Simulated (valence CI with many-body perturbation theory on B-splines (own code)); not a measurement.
Assign the levels of Ge⁹⁺

Computed by configuration interaction combined with many-body perturbation theory (CI+MBPT): five valence electrons over a frozen Dirac-Fock core [Ar], radial functions for each j: 7 s, 7 p, 8 d, 6 f, 4 g, 1 h, with the one-electron correlation potential Σ1 (screened to all orders), the two-electron term Σ2, the three-electron term Σ3, Breit, model QED; selected single and double excitations, second order for the rest, scaled by the run's own slope (own B-spline code, finite nucleus).

No measured spectrum was set against this ion. As an estimate, terms of the open shell hold to 2 to 4 % of their energy, and close levels can change places. Among the levels kept, up to 1300 cm⁻¹ of a level comes from second order outside the variational space, and about a tenth of that is noise between levels of different J, which matters for small intervals. Excitations out of the core, of the other parity, are not computed and may begin above about 63.8 eV (a cautious bound); beyond it only levels of the ground parity were kept, without lifetimes.

| No. | J | Parity | E (cm⁻¹) | g |
| --- | --- | --- | --- | --- |
| 1 | 5/2 | even | 0.0 | 1.998 |
| 2 | 5/2 | even | 57939 | 0.581 |
| 3 | 11/2 | even | 58033 | 1.271 |
| 4 | 7/2 | even | 58237 | 0.986 |
| 5 | 9/2 | even | 58340 | 1.171 |
| 6 | 5/2 | even | 63682 | 1.532 |
| 7 | 3/2 | even | 64603 | 1.615 |
| 8 | 1/2 | even | 65644 | 2.415 |
| 9 | 7/2 | even | 70494 | 1.422 |
| 10 | 1/2 | even | 71847 | 0.249 |
| 11 | 5/2 | even | 72472 | 1.414 |
| 12 | 3/2 | even | 72529 | 1.305 |
| 13 | 11/2 | even | 83832 | 0.930 |
| 14 | 13/2 | even | 84466 | 1.076 |

Energies count from the lowest level. Strongly mixed levels and levels close to another of their J and parity are left out, so the numbers can have gaps.

Give configuration and LS term of each level.

1: 3d⁵ ⁶S; 2: 3d⁵ ⁴G; 3: 3d⁵ ⁴G; 4: 3d⁵ ⁴G; 5: 3d⁵ ⁴G; 6: 3d⁵ ⁴P; 7: 3d⁵ ⁴P; 8: 3d⁵ ⁴P; 9: 3d⁵ ⁴D; 10: 3d⁵ ⁴D; 11: 3d⁵ ⁴D; 12: 3d⁵ ⁴D; 13: 3d⁵ ²I; 14: 3d⁵ ²I.
